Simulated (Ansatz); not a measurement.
Start from `B[SiH](C)C#C` and change one atom or group to get `B[SiH](C)N=C`.

Ansatz, PBE0-D4/def2-TZVP geometries, multiplicity 1. Each molecule was computed in one conformer, which needn't be the lowest.

```
                                          property  `B[SiH](C)C#C`
                HOMO energy (PBE0/def2-TZVPP) / eV           -7.69
             HOMO energy (ωB97M-V/def2-TZVPP) / eV           -9.86
                 HOMO energy (PBE/def2-TZVPP) / eV           -6.52
             HOMO–LUMO gap (B3LYP/def2-TZVPP) / eV            4.89
           HOMO–LUMO gap (ωB97M-V/def2-TZVPP) / eV            9.42
size of the dipole moment (ωB97M-V/def2-TZVPP) / D            0.68
```

Problem. Give the same properties after the change, and the shifts. (Estimate.)

Solution. Ansatz gave: 
```tsv
property	`B[SiH](C)N=C`	shift
HOMO energy (PBE0/def2-TZVPP) / eV	-6.96	0.73
HOMO energy (ωB97M-V/def2-TZVPP) / eV	-9.31	0.55
HOMO energy (PBE/def2-TZVPP) / eV	-5.58	0.94
HOMO–LUMO gap (B3LYP/def2-TZVPP) / eV	4.25	-0.64
HOMO–LUMO gap (ωB97M-V/def2-TZVPP) / eV	8.96	-0.46
size of the dipole moment (ωB97M-V/def2-TZVPP) / D	0.89	0.21
```

With PBE0 the HOMO rises by 0.73 eV and the LUMO rises by 0.09 eV, so the gap narrows by about 0.64 eV. PBE moves the HOMO by 0.94 eV and ωB97M-V by 0.55 eV. Dipoles are sizes alone; their direction can turn.

B3LYP here is the variant with VWN-RPA as its local correlation; programs differ in this.
